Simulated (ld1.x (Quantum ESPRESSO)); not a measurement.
Configuration tests for tin (TM)

ld1.x (Quantum ESPRESSO) 7.5 input, shortened:

```
&input
   title='Sn', zed=50., rel=1, dft='PBE', iswitch=3,
   config='[Kr] 4d10 5s1 5p3'
 /
 &inputp
   pseudotype=2, tm=.true., lloc=0,
   nlcc=.true.
 /
3
5P  2  1   3.00   0.00  2.50  2.50  0.0
4D  3  2  10.00   0.00  1.20  1.20  0.0
5S  1  0   1.00   0.00  2.00  2.00  0.0
 &test
   configts(1)='4d10 5s1 5p3'
 /
```

Energies are relative to the spin-unpolarised reference configuration 4d10 5s1 5p3; without spin polarisation the order of configurations can differ from experiment. Not all tests gave a result: 1 of 7 tests not solved or not reliable.

```tsv
valence configuration	charge	ΔE all-electron (eV)	error AE − PS (meV)
4d10 5s2 5p1	+1	-0.104	-4.6
4d10 5s2 5p0	+2	13.849	-11
4d10 5s2 5p2.3	-0.3	-7.827	-0.6
4d10 5s0 5p0	+4	85.945	-70
```

Q: What are ΔE and the potential's error for 4d10 5s1 5p2?

A: ΔE = 7.546 eV all-electron; the error (AE − PS) is -0.9 meV.

Q: What are ΔE and the potential's error for 4d9 5s2 5p2?

A: ΔE = 25.713 eV all-electron; the error (AE − PS) is -330 meV.

Levels in the configuration 4d9 5s2 5p2:

```tsv
level	all-electron (eV)	pseudo (eV)
4d	-39.943	-40.606
5s	-20.155	-20.115
5p	-11.840	-11.775
```
